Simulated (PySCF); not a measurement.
Dipole polarisabilities along group 15

Calculated with PySCF 2.14 for the ground configurations, without spin-orbit coupling: coupled response for Hartree-Fock and DFT. Mean α in bohr³, C₆ of like pairs in atomic units.

| species | α UHF | α PBE | α PBE0 | α recommended (Schwerdtfeger and Nagle) | C₆ UHF | C₆ PBE | C₆ PBE0 |
| --- | --- | --- | --- | --- | --- | --- | --- |
| N [He] 2s2 2p3 (dyall-av3z, spin-free X2C) | 7.112 | 8.064 | 7.628 | 7.4 ± 0.2 | 23.12 | 27.82 | 25.85 |
| P [Ne] 3s2 3p3 (dyall-av3z, spin-free X2C) | 25.36 | 27.40 | 26.31 | 25 ± 1 | 187.7 | 205.0 | 195.3 |
| As [Ar] 3d10 4s2 4p3 (dyall-av3z, spin-free X2C) | 30.32 | 33.24 | 31.66 | 30 ± 1 | 256.2 | 282.5 | 267.2 |

Hartree-Fock lacks correlation. PBE lies above the recommended values here, as self-interaction makes its density too diffuse. All values carry a basis error.
